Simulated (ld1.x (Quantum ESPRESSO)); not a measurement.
**Before and after: RRKJ potential for nitrogen (N)**

- Element: nitrogen (N)
- Generator: ld1.x (Quantum ESPRESSO) 7.5
- Type: norm-conserving RRKJ (Kleinman–Bylander form)
- Functional: PBEsol
- Relativity: scalar-relativistic
- Frozen core: [He]
- Valence charge: 5
- Reference configuration: 2s1 2p4
- Partial waves: 2p (bound): rc 1.80 bohr; 3d channel at 0.2 Ry: rc 1.95 bohr; 2s (bound): rc 0.85 bohr
- Local potential: the s channel
- Core correction: Bessel-smoothed model core inside 0.85 bohr
- rho0: 0.005

Change: local potential all-electron potential smoothed inside 1.05 bohr (lloc = -1).

Cutoffs: the cutoffs (Ry, on a coarse ladder) from which the occupation-weighted sum of valence levels, in a spherical-Bessel basis at the reference potential, stays within 10 and 1 mRy of its value at 400 Ry; they do not see the model core or the augmentation charge, which bear on the density cutoff. Errors are all-electron minus pseudo energies relative to the spin-unpolarised reference configuration.

Q: What does the change do?

A: The potential gets harder (50 Ry and 120 Ry → 70 Ry and 140 Ry); the errors of the 7 common tests hardly move; neither file shows a bound ghost.

```tsv
quantity	base	changed
cutoff, loose	50 Ry	70 Ry
cutoff, tight	120 Ry	140 Ry
loose cutoff by channel (10 mRy a level)	p 30 Ry, s 45 Ry	s 70 Ry, p 30 Ry
bound ghosts	none	none
error for 2s2 2p3, meV [ΔE -11.43 eV]	-0.4	-0.6
error for 2s2 2p2, meV [ΔE 2.09 eV]	+102	+100
error for 2s2 2p1, meV [ΔE 30.82 eV]	+504	+497
error for 2s1 2p3, meV [ΔE 13.80 eV]	+13	+13
error for 2s2 2p3.3, meV [ΔE -13.04 eV]	-9.9	-9.8
error for 2s1 2p0, meV [ΔE 155.23 eV]	+2706	+2692
error for 2s0 2p5, meV [ΔE 11.46 eV]	0.0	-0.3
s: phases at 2.14 bohr within 0.05 rad from the reference energy up to (Ry; the scan ends near 5)	to the end of the scan	to the end of the scan
p: phases at 2.14 bohr within 0.05 rad from the reference energy up to (Ry; the scan ends near 5)	2.0	2.0
d: phases at 2.14 bohr within 0.05 rad from the reference energy up to (Ry; the scan ends near 5)	to the end of the scan	to the end of the scan
```
